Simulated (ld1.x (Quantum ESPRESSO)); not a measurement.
## Transferability test, TM potential for tellurium (Te)

* Element: tellurium (Te)
* Generator: ld1.x (Quantum ESPRESSO) 7.5
* Type: norm-conserving Troullier–Martins (Kleinman–Bylander form)
* Functional: PW91
* Relativity: fully relativistic
* Frozen core: [Kr]
* Valence charge: 16
* Reference configuration: 4d10 5s2 5p3 (charge +1)
* Partial waves: 5p (bound): rc 1.98 bohr; 4d (bound): rc 1.14 bohr; 5s (bound): rc 1.60 bohr
* Local potential: the s channel
* Core correction: Bessel-smoothed model core inside 0.85 bohr

Open shells are filled in proportion to 2j + 1 (rel_dist='average').

Energies are relative to the spin-unpolarised reference configuration 4d10 5s2 5p3; without spin polarisation the order of configurations can differ from experiment.

```tsv
valence configuration	charge	ΔE all-electron (eV)	error AE − PS (meV)
4d10 5s2 5p4	0	-9.806	+1.7
4d10 5s2 5p2	+2	18.024	+2.6
4d10 5s2 5p1	+3	45.047	+11
4d9 5s2 5p4	+1	39.461	-484
4d10 5s2 5p0	+4	81.676	+20
```

Task: What are ΔE and the potential's error for 4d10 5s2 5p4.3?

Result: ΔE = -11.294 eV all-electron; the error (AE − PS) is +2.6 meV.

Task: What are ΔE and the potential's error for 4d10 5s1 5p5?

Result: ΔE = -0.560 eV all-electron; the error (AE − PS) is -4.8 meV.

Levels in the configuration 4d10 5s2 5p1:

| level | all-electron (eV) | pseudo (eV) |
| --- | --- | --- |
| 4d j=3/2 | -73.268 | -73.032 |
| 4d j=5/2 | -71.784 | -71.555 |
| 5s j=1/2 | -42.804 | -42.785 |
| 5p j=1/2 | -32.556 | -32.544 |
| 5p j=3/2 | -31.326 | -31.317 |
